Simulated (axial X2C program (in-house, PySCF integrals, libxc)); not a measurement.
## Which molecule has these constants?

All values come from calculations with an axial X2C code built on PySCF integrals, spin-free (one-electron X2C) or two-component (2c: spin–orbit coupling with atomic mean-field Coulomb and Gaunt terms, which also bring small scalar terms), in Dyall basis sets with cores contracted in-house; open shells are unrestricted.

A two-component CCSD(T) calculation in a Dyall 3-zeta basis gave Re = 2.596 Å, ωe = 314.5 cm⁻¹, De = 1.86 eV, Ω = 1/2.

**Question.** Which molecule is it?
A. MgCl
B. MgI
C. MgBr

**Answer.** B. The others have MgBr 2.367 Å and 372.5 cm⁻¹ (Ω = 1/2); MgCl 2.218 Å and 456.9 cm⁻¹ (Ω = 1/2).

Frozen shells (counts by l): MgI I 4s3p2d, Mg 2s1p, 9 electrons correlated; MgBr Br 3s2p1d, Mg 2s1p, 9 electrons correlated; MgCl Cl 2s1p, Mg 2s1p, 9 electrons correlated. Coupled cluster in natural virtuals with an MP2 remainder. Where the outer core of a metal is frozen, bonds come out longer and ionisation energies lower.

Each entry is the lowest single determinant of a limited PBE0 search at one distance. De goes to single-determinant-based atoms at the same level (for ions the charge split of lowest energy) and is withheld (n/a) where an atom does not fit its ground term or J level. Main or longest-lived isotopes.
